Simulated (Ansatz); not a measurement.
System: Au2, charge 0, singlet. Au2 (SMILES [Au][Au]).
B3LYP-D3(BJ)/def2-TZVP minimum from Ansatz (an electronic-structure program):
```xyz
2

Au     0.0000     0.0000    -1.2768
Au     0.0000     0.0000     1.2768
```
Charge 0, spin multiplicity 1.

Total energies in def2-TZVPP, 22 correlated electrons, 8 frozen orbitals. Open shells are spin-unrestricted; no spin-orbit coupling. Cores are frozen in correlated methods (noble-gas shells, and filled d and f shells in the p block). Past Kr the def2 sets carry scalar-relativistic core potentials.

| method | program | energy (Eh) | minus CCSDT(Q) (mEh) |
|---|---|---|---|
| HF | Ansatz | -269.60657 | 748.46 |
| MP2 | Ansatz | -270.39712 | -42.09 |
| CCSD | Ansatz | -270.32400 | 31.03 |
| CCSD(T) | Ansatz | -270.35664 | -1.61 |
| CCSDT(Q) | Ansatz | -270.35503 | 0.00 |

Rough core times of Ansatz's runs on a shared machine: CCSD(T) under 20 s, CCSDT(Q) 30 min.
